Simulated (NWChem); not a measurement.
Program: NWChem. System: CHO$_{2}$, charge 0, spin multiplicity 2, at a geometry optimised with UPBE0/def2-SVP. The structure started from a generated list of species. Its SCF solution wasn't tested for a lower state. Level: UHF/def2-TZVP.

The NWChem input:

```
start mol
memory heap 200 mb stack 900 mb global 1100 mb
geometry units angstroms nocenter noautoz
  O     -0.945275     0.680764     0.000000
  C     -0.305506    -0.313274     0.000000
  O      0.994428    -0.492952     0.000000
  H      1.439817     0.377152     0.000000
  symmetry group Cs
end
basis spherical
  * library def2-tzvp
end
scf
  uhf
  nopen 1
  maxiter 100
  thresh 1e-7
  semidirect memsize 60000000 filesize 0
  # guess.movecs holds the orbitals of an unrestricted PBE0 run
  vectors input guess.movecs output mol.movecs
end
task scf energy
```

NWChem printed:

```
             Northwest Computational Chemistry Package (NWChem) 7.3.0
             --------------------------------------------------------

                                NWChem Input Module
                                -------------------

 Scaling coordinates for geometry "geometry" by  1.889725989
 (inverse scale =  0.529177249)

 Turning off AUTOSYM since
 SYMMETRY directive was detected!

                             Geometry "geometry" -> ""
                             -------------------------

 Output coordinates in angstroms (scale by  1.889725989 to convert to a.u.)

  No.       Tag          Charge          X              Y              Z
 ---- ---------------- ---------- -------------- -------------- --------------
    1 O                    8.0000    -0.94527500     0.68076400     0.00000000
    2 C                    6.0000    -0.30550600    -0.31327400     0.00000000
    3 O                    8.0000     0.99442800    -0.49295200     0.00000000
    4 H                    1.0000     1.43981700     0.37715200     0.00000000

 Effective nuclear repulsion energy (a.u.)      63.5645294110

            Nuclear Dipole moment (a.u.)
            ----------------------------
        X                 Y               Z
 ---------------- ---------------- ----------------
     0.0000094486     0.0000075589     0.0000000000

      Symmetry information
      --------------------

 Group name             Cs
 Group number              2
 Group order               2
 No. of unique centers     4

      Symmetry unique atoms

     1    2    3    4


 Summary of "ao basis" -> "" (spherical)
 ------------------------------------------------------------------------------
       Tag                 Description            Shells   Functions and Types
 ---------------- ------------------------------  ------  ---------------------
 *                         def2-tzvp                  on all atoms

 Summary of "ao basis" -> "ao basis" (spherical)
 ------------------------------------------------------------------------------
       Tag                 Description            Shells   Functions and Types
 ---------------- ------------------------------  ------  ---------------------
 O                         def2-tzvp                11       31   5s3p2d1f
 C                         def2-tzvp                11       31   5s3p2d1f
 H                         def2-tzvp                 4        6   3s1p

                                 NWChem SCF Module
                                 -----------------

  ao basis        = "ao basis"
  functions       =    99
  atoms           =     4
  alpha electrons =    12
  beta  electrons =    11
  charge          =   0.00
  wavefunction    = UHF
  use symmetry    = T
  symmetry adapt  = T

 Summary of "ao basis" -> "ao basis" (spherical)
 ------------------------------------------------------------------------------
       Tag                 Description            Shells   Functions and Types
 ---------------- ------------------------------  ------  ---------------------
 O                         def2-tzvp                11       31   5s3p2d1f
 C                         def2-tzvp                11       31   5s3p2d1f
 H                         def2-tzvp                 4        6   3s1p

      Symmetry analysis of basis
      --------------------------

        a'         68
        a"         31

 Forming initial guess at       0.0s

   Symmetry analysis of molecular orbitals - initial alpha
   -------------------------------------------------------
[...]
   Bfn.  Coefficient  Atom+Function         Bfn.  Coefficient  Atom+Function
  ----- ------------  ---------------      ----- ------------  ---------------
    70      0.338362  3 O  pz                73      0.311480  3 O  pz
     8      0.211209  1 O  pz                11      0.188423  1 O  pz
    39      0.188400  2 C  pz                76      0.174508  3 O  pz
    42      0.161992  2 C  pz

 Vector   10  Occ=1.000000D+00  E=-5.283867D-01  Symmetry=a"
              MO Center= -1.9D-01,  1.8D-01, -1.3D-13, r^2= 1.8D+00
   Bfn.  Coefficient  Atom+Function         Bfn.  Coefficient  Atom+Function
  ----- ------------  ---------------      ----- ------------  ---------------
     8      0.347446  1 O  pz                11      0.315037  1 O  pz
    70     -0.294137  3 O  pz                73     -0.270892  3 O  pz
    14      0.192612  1 O  pz                76     -0.192823  3 O  pz

 Vector   11  Occ=1.000000D+00  E=-5.169918D-01  Symmetry=a'
              MO Center= -6.0D-01,  2.9D-01, -1.3D-13, r^2= 1.4D+00
   Bfn.  Coefficient  Atom+Function         Bfn.  Coefficient  Atom+Function
  ----- ------------  ---------------      ----- ------------  ---------------
     6      0.354370  1 O  px                 9      0.320945  1 O  px
    12      0.199071  1 O  px                69     -0.164883  3 O  py
    72     -0.153194  3 O  py

 Vector   12  Occ=0.000000D+00  E= 6.075822D-02  Symmetry=a'
              MO Center=  1.0D-01, -2.8D-01, -1.6D-13, r^2= 3.5D+00
   Bfn.  Coefficient  Atom+Function         Bfn.  Coefficient  Atom+Function
  ----- ------------  ---------------      ----- ------------  ---------------
    36      0.897267  2 C  s                 67     -0.865074  3 O  s
    96      0.781818  4 H  s                  5     -0.419283  1 O  s
    35      0.292357  2 C  s                 13      0.272227  1 O  py
    44     -0.200168  2 C  py                38     -0.192482  2 C  py

 Vector   13  Occ=0.000000D+00  E= 1.577580D-01  Symmetry=a'
              MO Center=  1.1D+00,  4.0D-01, -1.0D-14, r^2= 4.3D+00
   Bfn.  Coefficient  Atom+Function         Bfn.  Coefficient  Atom+Function
  ----- ------------  ---------------      ----- ------------  ---------------
    96      1.818369  4 H  s                 36     -1.052191  2 C  s
    67     -0.619432  3 O  s                 75     -0.492709  3 O  py
    74     -0.396244  3 O  px                44      0.262957  2 C  py
    13     -0.173049  1 O  py

 Vector   14  Occ=0.000000D+00  E= 1.894262D-01  Symmetry=a"
              MO Center= -3.7D-01, -3.3D-01,  1.4D-13, r^2= 2.5D+00
   Bfn.  Coefficient  Atom+Function         Bfn.  Coefficient  Atom+Function
  ----- ------------  ---------------      ----- ------------  ---------------
    45      1.035823  2 C  pz                14     -0.530598  1 O  pz
    76     -0.384753  3 O  pz                39      0.291279  2 C  pz
    42      0.262758  2 C  pz                 8     -0.229281  1 O  pz
    11     -0.175052  1 O  pz                70     -0.167531  3 O  pz

 center of mass
 --------------
 x =  -0.06000365 y =  -0.01575479 z =   0.00000000

 moments of inertia (a.u.)
 ------------------
          45.057479766374          58.743324441833           0.000000000000
          58.743324441833         118.820959906918           0.000000000000
           0.000000000000           0.000000000000         163.878439673292

  Mulliken analysis of the total density
  --------------------------------------

    Atom       Charge   Shell Charges
 -----------   ------   -------------------------------------------------------
    1 O    8     8.37   0.79  1.18  0.59  0.94  0.33  1.83  1.93  0.75  0.00  0.03  0.00
    2 C    6     5.55   0.86  1.12  0.54  0.53  0.13  1.10  0.88  0.15  0.06  0.16  0.02
    3 O    8     8.45   0.79  1.18  0.56  0.97  0.27  1.86  2.06  0.72  0.00  0.03  0.00
    4 H    1     0.63   0.23  0.32  0.04  0.04

  Mulliken analysis of the alpha density
  --------------------------------------

    Atom       Charge   Shell Charges
 -----------   ------   -------------------------------------------------------
    1 O    8     4.25   0.40  0.59  0.30  0.47  0.16  0.96  0.99  0.36  0.00  0.02  0.00
    2 C    6     3.18   0.43  0.56  0.31  0.33  0.11  0.67  0.54  0.09  0.03  0.08  0.01
    3 O    8     4.23   0.40  0.59  0.29  0.49  0.12  0.94  1.04  0.35  0.00  0.02  0.00
    4 H    1     0.35   0.12  0.17  0.03  0.02

   Mulliken analysis of the beta density
   -------------------------------------

    Atom       Charge   Shell Charges
 -----------   ------   -------------------------------------------------------
    1 O    8     4.12   0.40  0.59  0.29  0.47  0.17  0.87  0.94  0.39  0.00  0.02  0.00
    2 C    6     2.37   0.43  0.56  0.23  0.19  0.01  0.42  0.34  0.06  0.03  0.08  0.01
    3 O    8     4.22   0.40  0.59  0.27  0.48  0.15  0.92  1.03  0.37  0.00  0.01  0.00
    4 H    1     0.29   0.11  0.14  0.01  0.02

   Mulliken analysis of the spin density
   -------------------------------------

    Atom       Charge   Shell Charges
 -----------   ------   -------------------------------------------------------
    1 O    8     0.12   0.00 -0.00  0.01  0.01 -0.00  0.09  0.05 -0.02  0.00 -0.00  0.00
    2 C    6     0.81   0.00 -0.01  0.08  0.14  0.10  0.25  0.21  0.02  0.00  0.01 -0.00
    3 O    8     0.01   0.00 -0.00  0.01  0.01 -0.03  0.02  0.01 -0.03  0.00  0.00  0.00
    4 H    1     0.06   0.01  0.03  0.02 -0.00

       Multipole analysis of the density wrt the origin
       ------------------------------------------------

     L   x y z        total         alpha         beta         nuclear
     -   - - -        -----         -----         ----         -------
     0   0 0 0     -0.000000    -12.000000    -11.000000     23.000000

     1   1 0 0      0.838054      0.797350      0.040695      0.000009
     1   0 1 0      0.034906      0.508398     -0.473500      0.000008
     1   0 0 1      0.000000      0.000000      0.000000      0.000000

     2   2 0 0    -12.365393    -38.823625    -36.722935     63.181168
     2   1 1 0      2.814811     15.118195     16.095303    -28.398687
     2   1 0 1     -0.000000     -0.000000     -0.000000      0.000000
     2   0 2 0    -13.165001    -19.437399    -16.520339     22.792738
     2   0 1 1      0.000000      0.000000      0.000000      0.000000
     2   0 0 2    -11.974963     -6.348460     -5.626503      0.000000

 Task  times  cpu:        2.5s     wall:        2.5s

 Total times  cpu:        2.5s     wall:        2.5s
```
